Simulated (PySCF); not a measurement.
H3FSSi, SMILES F[SiH2]S, CAM-B3LYP/def2-SVP optimised geometry.

```
6

F      1.20    -0.74     0.00
Si    -0.42    -0.74     0.00
S     -1.20     1.23     0.00
H     -0.84    -1.48    -1.21
H     -0.88    -1.36     1.26
H     -0.91     1.48    -1.29
```

Density from CAM-B3LYP/def2-TZVP (PySCF 2.14.0) at that geometry.

Minimum of the electron density along straight lines between bonded atoms, close to the bond critical point (lines longer than 1.1 times the sum of covalent radii, or with two minima, are not listed):

| bond | length / Å | ρ at the minimum / e bohr⁻³ | ∇²ρ there / e bohr⁻⁵ | position (fraction from the first atom) |
|---|---|---|---|---|
| F1–Si2 | 1.620 | 0.132 | 0.90 | 0.58 |
| Si2–S3 | 2.125 | 0.104 | 0.08 | 0.36 |
| Si2–H4 | 1.481 | 0.127 | 0.13 | 0.49 |
| Si2–H5 | 1.479 | 0.128 | 0.13 | 0.49 |
| S3–H6 | 1.350 | 0.211 | -0.60 | 0.64 |
